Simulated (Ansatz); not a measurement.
`FC(F)C(F)(C(F)F)C(F)(F)F`, relaxed with RKS PBE0-D4/def2-TZVP in Ansatz from a PBE-D4/def2-SVP geometry. The force threshold is 0.005 eV/Å; the program also tests the step.

Charge 0, multiplicity 1.

Start:

```xyz
14

F     0.161   -0.746   -2.298
C     0.496   -0.938   -1.002
F     1.848   -1.135   -0.933
C     0.143    0.319   -0.170
F     0.671    1.431   -0.789
C     0.827    0.209    1.216
F     0.462    1.228    2.027
F     0.470   -0.972    1.802
C    -1.394    0.517   -0.094
F    -1.914    0.648   -1.327
F    -1.961   -0.562    0.493
F    -1.716    1.610    0.610
H    -0.021   -1.840   -0.604
H     1.929    0.232    1.070
```

How much energy does the relaxation release, and in how many steps? (Estimate.)

Ansatz gave: 6.46 kJ/mol, in 10 steps, 1 of them rejected.

Which bonds change most? (Best estimate.)

Computed: C2–H13 from 1.113 to 1.093 Å; C6–H14 from 1.112 to 1.093 Å; C9–F11 from 1.353 to 1.335 Å; C9–F12 from 1.339 to 1.323 Å.

Give the relaxed structure. (An estimate is asked.)

Ansatz gave: 
```xyz
14

F     0.226   -0.701   -2.301
C     0.487   -0.926   -1.007
F     1.815   -1.165   -0.892
C     0.141    0.319   -0.169
F     0.666    1.422   -0.773
C     0.824    0.195    1.205
F     0.413    1.159    2.043
F     0.531   -1.002    1.757
C    -1.388    0.519   -0.084
F    -1.932    0.533   -1.297
F    -1.938   -0.484    0.604
F    -1.692    1.662    0.509
H    -0.060   -1.809   -0.667
H     1.906    0.278    1.073
```
